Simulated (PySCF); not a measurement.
Geometry:
```csv
atom,x (Å),y (Å),z (Å)
C1,-2.528,0.368,1.047
C2,-2.369,-0.803,0.086
N3,-1.277,-1.706,0.379
Ge4,0.443,-1.355,-0.161
Ge5,1.536,0.554,0.899
Ge6,3.875,0.719,0.276
H7,-3.396,0.992,0.778
H8,-2.681,0.012,2.079
H9,-1.636,1.014,1.046
H10,-3.313,-1.379,0.057
H11,-2.231,-0.421,-0.941
H12,-1.351,-2.122,1.303
H13,0.374,-1.115,-1.684
H14,1.261,-2.625,0.150
H15,1.432,0.415,2.435
H16,0.822,1.869,0.515
H17,4.006,0.902,-1.249
H18,4.567,1.908,0.970
H19,4.616,-0.574,0.669
```

Geometry: PBE0-D3(BJ)/def2-SVP; GIAO absolute shieldings from PySCF 2.14.0 with density-fitted response routines, gas phase, non-relativistic, averaged over equivalent atoms.

At wB97X-D/pcSseg-1 (239 basis functions, 79 s wall time on 1 thread of an Arm Neoverse V1, shared host):
```tsv
atoms	σ (ppm)
C2	140.5
C1	161.2
N3	236.7
Ge4	1438.8
Ge6	1661.5
Ge5	1661.9
H13/H14	26.64
H17/H18/H19	27.83
H15/H16	27.92
H10/H11	28.66
H7/H8/H9	30.32
H12	32.24
```

What do these become at PBE0/pcSseg-1?

Answers


| atoms | σ at PBE0/pcSseg-1 | change |
| --- | --- | --- |
| C2 | 139.4 | -1.1 |
| C1 | 161.0 | -0.2 |
| N3 | 231.2 | -5.5 |
| Ge4 | 1436.6 | -2.2 |
| Ge6 | 1660.3 | -1.2 |
| Ge5 | 1661.4 | -0.5 |
| H13/H14 | 26.44 | -0.20 |
| H17/H18/H19 | 27.67 | -0.16 |
| H15/H16 | 27.75 | -0.17 |
| H10/H11 | 28.47 | -0.19 |
| H7/H8/H9 | 30.20 | -0.12 |
| H12 | 31.99 | -0.25 |

The largest change is at N3 (nitrogen bonded to C, Ge, H). Cost: 239 basis functions, 59 s wall time on 1 thread of an Arm Neoverse V1, shared host.

Relativistic effects, spin–orbit coupling among them, are left out; they matter for Ge and for the light atoms bonded to it.
